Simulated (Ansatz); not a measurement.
Two isomers of C3H8AlN: A = `C[N]1C[CH2][AlH]1`, B = `N/C=C/[CH2][AlH2]`.

Program: Ansatz. Geometries: PBE0-D4/def2-TZVP. ΔE: electronic, gas phase. CCSD(T)/CBS adds triple-zeta CCSD(T) − MP2 to the extrapolated MP2 energy (def2 sets, frozen cores). Functionals use def2-TZVPP. B3LYP here is the variant with VWN-RPA as its local correlation; programs differ in this. One conformer a species, not always the lowest.

**Question.** Which isomer does CCSD(T)/CBS put lower? Give the gap. (An estimate is asked.)

**Answer.** Ansatz gave: A, by 71.3 kJ/mol.

**Question.** Give E(B) − E(A) in kJ/mol with MP2/def2-TZVPP, CCSD(T)/def2-TZVPP, CCSD/def2-TZVPP, B3LYP, PBE-D4, B2PLYP, HF/def2-TZVPP. (An estimate is asked.)

**Answer.** Ansatz gave: MP2/def2-TZVPP 77.5, CCSD(T)/def2-TZVPP 73.2, CCSD/def2-TZVPP 76.0, B3LYP 61.6, PBE-D4 58.5, B2PLYP 68.5, HF/def2-TZVPP 65.5. None reverses the order clearly.

Largest T1 diagnostic: 0.013.

In def2-TZVPP, CCSD(T) changes the Hartree–Fock value by +7.7 kJ/mol (the triples alone add −2.8 kJ/mol) and MP2 by +11.9 kJ/mol. From PBE to PBE0 (25 % exact exchange), in def2-TZVPP and without D4, E(B) − E(A) moves by +7.2 kJ/mol.
